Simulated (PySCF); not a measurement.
Mg(OH)(SeH) (H2MgOSe), SMILES [OH][Mg][SeH]. Atoms are numbered in the order given.

```xyz
5

Mg    -0.0046     1.2090     0.0000
O      0.0055     2.9615     0.0000
H     -0.0061     3.9077     0.0000
Se    -0.0415    -1.2027     0.0000
H      1.4295    -1.2153     0.0000
```

The structure is a stationary point at PBE0-D3(BJ)/def2-TZVP. The geometry has at least one imaginary mode, so it is a saddle point at that level. Other conformers were not sampled.

Method: C-PCM-B3LYP/def2-SVP (PySCF).

The values are the electrostatic part of the solvation free energy, E(continuum) − E(gas) at the gas-phase geometry, in a cavity of scaled van der Waals radii (PySCF's table); cavitation and dispersion terms are not included. A continuum can't describe solvent molecules that bind to the metal. In vacuum the orbital gap is 5.01 eV. The dipole moment in vacuum is 1.48 D.

Computed values in water (ε = 78.36), tetrahydrofuran (ε = 7.43), dichloromethane (ε = 8.93):
| solvent | ε | ΔG(elec) (kcal/mol) | dipole (D) | gap (eV) |
|---|---|---|---|---|
| water | 78.36 | -11.7 | 2.42 | 5.45 |
| tetrahydrofuran | 7.43 | -10.1 | 2.27 | 5.38 |
| dichloromethane | 8.93 | -10.4 | 2.29 | 5.39 |
